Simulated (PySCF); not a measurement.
C₄H₅NSi, SMILES C#C[C@@H]([SiH3])C#N.

The structure is a stationary point at ωB97X-D3(BJ)/def2-SVP. The structure was generated by enumeration; whether it is a known compound was not checked.

Two levels are set side by side: TDDFT-PBE/def2-SVPD (PySCF) and TDDFT-LC-ωPBE/def2-SVPD (PySCF). Vertical, same geometry. The lowest singlet is HOMO→LUMO 96 % with PBE and HOMO→LUMO+2 46 %, HOMO→LUMO+6 14 %, HOMO→LUMO 8 % with the other functional; states are paired by order. Differences are taken from unrounded values.

| quantity | TDDFT-LC-ωPBE | TDDFT-PBE | TDDFT-PBE minus TDDFT-LC-ωPBE |
|---|---|---|---|
| lowest singlet excitation (eV) | 6.43 | 5.89 | -0.54 |
| lowest triplet excitation (TDA) (eV) | 5.22 | 5.24 | 0.02 |
| first bright state (f over 0.05) (eV) | 8.89 | 6.97 | -1.92 |
| its oscillator strength | 0.05 | 0.09 | 0.04 |

A lower first singlet is the usual sign of a functional without exact exchange. Differences between two approximate levels are no errors against the true value.

Rough cost on one machine, each run with all the roots and properties that it gave: TDDFT-LC-ωPBE against TDDFT-PBE about 6 times.
